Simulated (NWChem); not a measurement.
System: BH2, doublet; SMILES [BH2]

In the optimisation the excess spin sits in a1 (C2v, its own frame). B3LYP is NWChem's, with the RPA form of VWN correlation.

Q: Give the equilibrium geometry at B3LYP/6-31G* (spherical d), spin-unrestricted (NWChem) as an XYZ file, with the point group.

A: point group C2v; any orientation.
```
3

B      0.0000     0.0000     0.1570
H      1.0717     0.0000    -0.3671
H     -1.0717     0.0000    -0.3671
```
